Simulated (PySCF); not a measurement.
H4O2SeSi, SMILES O[Se]O[SiH3].

The structure is a stationary point at PBE-D3(BJ)/def2-SVP. The structure was generated by enumeration, and PubChem lists no compound with its InChIKey, so it may never have been made. The values are those of a single conformer.

These are ωB97X/def2-TZVP (PySCF) values and carry that method's errors.

```yaml
total_energy: -2843.96374 hartree
highest_occupied_level: -9.14 eV
lowest_empty_level: 0.81 eV
orbital_gap: 9.95 eV
dipole_moment: 2.30 D
quadrupole, principal values (traceless, Buckingham form, about the centre of nuclear charge): -5.72, 1.33, 4.40 D·Å
mean_static_polarisability: 58.6 bohr³ (8.68 Å³)
polarisability_principal_values: 48.1, 56.4, 71.3 bohr³
```
